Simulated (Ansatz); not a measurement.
Calculated with Ansatz (gas phase, PBE0-D4/def2-TZVP geometries, no zero-point term in ΔE). CCSD(T)/CBS adds triple-zeta CCSD(T) − MP2 to the extrapolated MP2 energy (def2 sets, frozen cores). Functionals use def2-TZVPP. For Se outer-core shells are correlated without core-valence functions, which leaves a few kJ/mol of doubt a bond. Scalar relativity is left out up to krypton. One conformer a species, not always the lowest.

`C/C=C(\F)[SeH]` + `C1CNC1` → `CN1CCC1` + `C=C(F)[SeH]`  (substitution at a C–C bond)

Is it downhill or uphill in electronic energy at CCSD(T)/CBS, and by how much? (Best estimate.)

Ansatz gave: Uphill: ΔE = +22.0 kJ/mol.

What do these levels give: PBE-D4, ωB97M-V, HF/def2-TZVPP, CCSD/def2-TZVPP, CCSD(T)/def2-TZVPP, HF/def2-QZVPP? (Best estimate.)

Ansatz gave: PBE-D4 20.7, ωB97M-V 21.5, HF/def2-TZVPP 22.2, CCSD/def2-TZVPP 21.4, CCSD(T)/def2-TZVPP 20.6, HF/def2-QZVPP 22.1 kJ/mol.

Largest T1 diagnostic among the species: 0.011.
